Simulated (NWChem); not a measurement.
Species: SiNH3Cl2; SMILES [SiH](N)(Cl)Cl

```xyz
7

Si     0.3056     0.4330     0.0076
N      1.8963    -0.1737    -0.1319
Cl    -0.6972    -0.0610    -1.7296
Cl    -0.8024    -0.3279     1.5999
H      0.3420     1.8935     0.1894
H      2.0605    -1.1159    -0.4677
H      2.6002     0.1107     0.5405
```
Atoms are numbered in this order, from 1.

Computed with NWChem. Pople sets run with spherical d functions. Coordinates come from a B3LYP/6-31G* (spherical d) optimisation. Level: B3LYP/6-31G* with SMD (1 M gas to 1 M solution), gas-phase geometry. Reactions with the solvent are ignored.

Q: Predict the results for solvent water. Quantities: solvation free energy (kcal/mol); cavity-dispersion-structure term (kcal/mol); dipole in solution (D).

A: 
- solvation free energy (kcal/mol) = -3.7
- cavity-dispersion-structure term (kcal/mol) = 2.6
- dipole in solution (D) = 3.57
